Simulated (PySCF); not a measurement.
PySCF input file for CaF, SMILES [F][Ca], multiplicity 2, PBE0-D3(BJ)/def2-TZVPD. Coordinates come from a PBE0-D3(BJ)/def2-TZVPD optimisation. The multiplicity is an assumed one; other spin states were not compared.

```python
import numpy as np
from pyscf import gto, scf, dft
from pyscf.hessian import thermo

mol = gto.M(
    atom='''
    Ca    0.00000000    0.00000000   -0.60667068
    F     0.00000000    0.00000000    1.34815708
    ''',
    basis='def2-TZVPD',
    charge=0,
    spin=1,
    max_memory=1600,
    verbose=3,
)
mf = dft.UKS(mol, xc='pbe0').density_fit(auxbasis='def2-universal-jkfit')
mf.disp = 'd3bj'
mf.grids.level = 3
mf.conv_tol = 1e-11
mf.max_cycle = 100
mf.kernel()
fine, coarse = mf.grids, dft.Grids(mol).set(level=1).build(with_non0tab=True)
for _ in range(3):  # follow internal instabilities
    mf.grids = coarse
    mo, _, stable, _ = mf.stability(return_status=True, nroots=4)
    mf.grids = fine
    if stable:
        break
    mf.kernel(mf.make_rdm1(mo, mf.mo_occ))

# analytic Hessian; the response equations are solved on a coarser grid
h, args, fine = mf.Hessian(), (mf.mo_energy, mf.mo_coeff, mf.mo_occ), mf.grids
h1ao = h.make_h1(mf.mo_coeff, mf.mo_occ)
mf.grids = dft.Grids(mol).set(level=1).build(with_non0tab=True)
mo1, mo_e1 = h.solve_mo1(*args, h1ao)
mf.grids = fine
hess = h.hess_elec(*args, mo1, mo_e1, h1ao) + h.hess_nuc()
if mf.do_disp():
    hess += h.get_dispersion()
for i in range(mol.natm):  # the analytic DFT Hessian lacks the response of the grid: restore translational invariance
    hess[i, i] -= hess[i].sum(axis=0)
hess = (hess + hess.transpose(1, 0, 3, 2)) / 2
vib = thermo.harmonic_analysis(mol, hess, imaginary_freq=False)
thermo.dump_normal_mode(mol, vib)
th = thermo.thermo(mf, vib['freq_au'][vib['freq_au'] > 0], 298.15, 101325)
thermo.dump_thermo(mol, th)
g0 = mf.nuc_grad_method().set(verbose=0).kernel()

# dipole derivatives [dipole axis, atom, xyz] from the same response
r, irp = mol.intor('int1e_r'), mol.intor('int1e_irp').reshape(3, 3, mol.nao, mol.nao)
sl, dm0, ok = mol.aoslice_by_atom(), np.array(mf.make_rdm1()), []
dmu = np.einsum('a,xt->xat', mol.atom_charges(), np.eye(3))
for a, (_, _, p0, p1) in enumerate(sl):
    dmu[:, a] += 2 * np.einsum('xtij,ij->xt', irp[:, :, :, p0:p1], dm0.reshape(-1, mol.nao, mol.nao).sum(0)[:, p0:p1])
    for u, c, occ, f in zip(mo1, mf.mo_coeff, mf.mo_occ, (2, 2)):
        dmu[:, a] -= f * np.einsum('tui,xuv,vi->xt', u[a], r, c[:, occ > 0], optimize=True)
L = vib['norm_mode']
ir = 974.8801 * (np.einsum('xat,kat->kx', dmu, L) ** 2).sum(1)       # km/mol
apt = np.einsum('xax->a', dmu) / 3
print('mode   freq/cm-1   IR/(km/mol)')
for k, w in enumerate(vib['freq_wavenumber']):
    print(f'{k + 1:4d} {w:11.2f} {ir[k]:13.3f}')
print('max |gradient| / (hartree/bohr):', abs(g0).max())
print('APT charges:', apt.round(4))
```

Log of the run:

```

WARN: HOMO -0.144995679685685 >= LUMO -0.144995679685699

converged SCF energy = -777.258553799063  <S^2> = 0.75015816  2S+1 = 2.0001582
<class 'pyscf.df.df_jk.DFUKS'> wavefunction is stable in the internal stability analysis

WARN: DFTD3 does not support analytical Hessian, using finite difference


WARN: Mole.unit (angstrom) is changed to Bohr

Mode                                 0
Irrep
Freq [cm^-1]                      587.6546
Reduced mass [au]                  22.8661
Force const [Dyne/A]                4.6525
Char temp [K]                     845.5041
Normal mode                   x     y     z
       0  Ca                 0.00  0.00 -0.09
       1   F                 0.00  0.00  0.19
temperature 298.1500 [K]
pressure 101325.00 [Pa]
Rotational constants [GHz] inf 10.26103 10.26103
Symmetry number 1
Zero-point energy (ZPE) 0.00134 [Eh]   3514.955 [J/mol]
                           tot       elec      trans        rot        vib
Entropy [J/mol/K]       228.928      5.763    159.616     61.577      1.972
Cv [J/mol/K]             25.213      0.000     12.472      8.314      4.427
Cp [J/mol/K]             33.528      0.000     20.786      8.314      4.427
Internal energy [J/mol]                      3718.434   2478.956   3953.102
Internal energy [Eh]   -777.25469  -777.25855
Enthalpy [J/mol]                             6197.391   2478.956   3953.102
Enthalpy [Eh]          -777.25374
Gibbs free energy [J/mol]                  -41392.044 -15880.081   3365.075
Gibbs free energy [Eh] -777.27974
mode   freq/cm-1   IR/(km/mol)
   1      587.65        99.440
max |gradient| / (hartree/bohr): 2.4279817161520486e-05
APT charges: [ 0.5865 -0.5865]
```

The run converged.
